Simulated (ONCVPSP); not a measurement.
cadmium, ONCV: configuration errors across variants

cadmium (Cd), optimised norm-conserving Vanderbilt (ONCV), made with ONCVPSP 4.0.1 (PBE, scalar-relativistic). Core [Ar] 3d10 4s2, reference 4p6 4d10 5s1.5 (charge +0.5). Waves: 5s: rc 1.90 bohr, ncon 4, nbas 7, qcut 3.6 1/bohr, 3 projectors, debl 1.2 Ha; 4p: rc 1.50 bohr, ncon 4, nbas 7, qcut 8.5 1/bohr, 2 projectors, debl 0.8 Ha; 4d: rc 1.85 bohr, ncon 3, nbas 7, qcut 6.8 1/bohr, 2 projectors, debl 2.2 Ha; f scattering state at 0.06 Ha: rc 1.60 bohr, ncon 4, nbas 7, qcut 7.2 1/bohr, 3 projectors, debl 3.4 Ha. Local part: polynomial inside 1.50 bohr (lpopt 5, dvloc0 2 Ha). Core correction: none.

In the p channel the program set the typed energies aside and used -2.617, 0.250 Ha.

All-electron excitation energies from the reference (eV): (1) 4p6 4d10 5s2 -3.711; (2) 4p6 4d10 5s1 5.562; (3) 4p6 4d10 5s0 22.688.

2 further variants failed, have other tests or too few solved ones, and are left out.

A true bound ghost makes a file unfit for plane-wave use even where its test errors are small: the radial tests pick states by their node count and pass the ghost by.

Errors AE − PS in meV (a dash: test not solved or not reliable):

```
             change   (1)   (2)  (3)  bound ghosts  GHOST(+) flags above zero
               base  +0.1  -1.9  -16             s                       none
          d: rc 1.7  +0.1  -2.0  -16             s                       none
         p: qcut 10  +0.1  -1.9  -16             s                       none
         f: nproj 2  +0.1  -1.9  -16             s                       none
  s: ncon 5, nbas 8  +0.4  -1.5  -11             s                          s
f: rc 1.5, qcut 7.7  +0.1  -1.9  -16             s                       none
```

Problem. Give the same row for: d: rc 2.02.

Solution. +0.1, -2.0, -19; bound ghosts: s; GHOST(+) flags above zero: none.
